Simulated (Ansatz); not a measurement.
Basis-set extrapolation for `CC(C)(C)C(=O)CC(=O)C(C)(C)C` (PBE0-D4/def2-TZVP geometry, frozen core, the Gaussian-basis code of Ansatz). Multiplicity 1, RHF reference.

|  | def2-TZVPP | def2-QZVPP |
| --- | --- | --- |
| HF | -578.142404 | -578.168233 |
| MP2 correlation | -2.354044 | -2.507466 |
| CCSD(T) correlation | -2.553272 | not run |

Energies in hartree. Use E(X) = E(∞) + A·exp(−7.88·√X) for Hartree–Fock and E(X) = E(∞) + B·X^(−2.97) for correlation, with X = 3 and 4, and add CCSD(T) minus MP2 of the smaller set to the MP2 limit.

Q: What is the CCSD(T) energy at the basis-set limit?

A: HF limit: -578.168233 + (-0.025829) × 0.13774 = -578.17179. MP2 limit: -2.507466 + (-0.153422) × 0.74074 = -2.62111. Higher-order term: -2.553272 − (-2.354044) = -0.19923. Total: -580.99213 hartree, 8.07 eV below CCSD(T)/def2-TZVPP.
